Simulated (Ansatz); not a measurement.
`O=C(/C=C/O)C(F)(F)F` → `O=CCC(=O)C(F)(F)F`  (isomerisation)

Calculated with Ansatz (gas phase, PBE0-D4/def2-TZVP geometries, no zero-point term in ΔE). CBS: MP2 limit from def2 TZ/QZ plus the TZ coupled-cluster correction, frozen cores. Functionals use def2-TZVPP. One conformer a species, not always the lowest.

(1) Is it downhill or uphill in electronic energy at CCSD(T)/CBS, and by how much? (Estimate.)

(2) What do these levels give: PBE-D4, B97M-V, CAM-B3LYP-D4, PBE-QIDH, CCSD(T)/def2-SVP, CCSD/def2-TZVPP? (Best estimate.)

Largest T1 diagnostic among the species: 0.015.

Results:

(1) Ansatz gave: Nearly level: ΔE = +0.4 kJ/mol.

(2) Computed: PBE-D4 14.8, B97M-V 10.7, CAM-B3LYP-D4 6.1, PBE-QIDH 5.9, CCSD(T)/def2-SVP -15.4, CCSD/def2-TZVPP -6.3 kJ/mol.

In def2-TZVPP, CCSD(T) changes the Hartree–Fock value by +3.6 kJ/mol (the triples alone add +2.9 kJ/mol) and MP2 by +6.8 kJ/mol. From BLYP to BHLYP (50 % exact exchange), in def2-TZVPP and without D4, ΔE moves by −6.3 kJ/mol.
